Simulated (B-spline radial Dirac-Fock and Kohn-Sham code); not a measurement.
Dipole and non-dipole photoemission parameters of Ir⁷⁺ 4f7/2

System: the Ir⁷⁺ ion, [Xe] 4f14 5d2; threshold 179.4 eV (orbital energy of the model). Method: Dirac-Hartree-Slater photoionisation with a Latter tail; cross sections with all multipoles, angular parameters from the dipole term and its interference with E2. Computed with a radial finite-basis atomic code.

```tsv
hν (eV)	σ (kb)	β	γ	δ
214	3290	0.425	-0.002	0.005
255	3410	0.317	-0.006	0.010
304	3190	0.357	-0.007	0.015
338	?	?	?	?
446	2090	0.574	-0.002	0.026
1130	245	1.000	0.135	0.066
1140	239	1.002	0.138	0.066
1330	151	1.032	0.197	0.076
1480	109	1.046	0.245	0.084
1486.9	107	1.047	0.247	0.084
1770	61.4	1.056	0.339	0.099
1940	45.4	1.055	0.393	0.107
2900	11.2	1.010	0.666	0.153
2984.4	10.1	1.005	0.688	0.157
3070	9.12	0.999	0.709	0.161
4910	1.54	0.879	1.061	0.246
5414.7	1.04	0.850	1.133	0.269
6000	0.692	0.819	1.206	0.295
7450	0.286	0.753	1.357	0.358
9270	0.114	0.686	1.503	0.435
10400	0.0696	0.652	1.576	0.480
12000	0.0374	0.609	1.660	0.543
13600	0.0215	0.572	1.725	0.602
15000	0.0139	0.544	1.770	0.652
```

Question: Give the values at 338 eV.

Answer: σ = 2960 kb, β = 0.410, γ = -0.006, δ = 0.018.
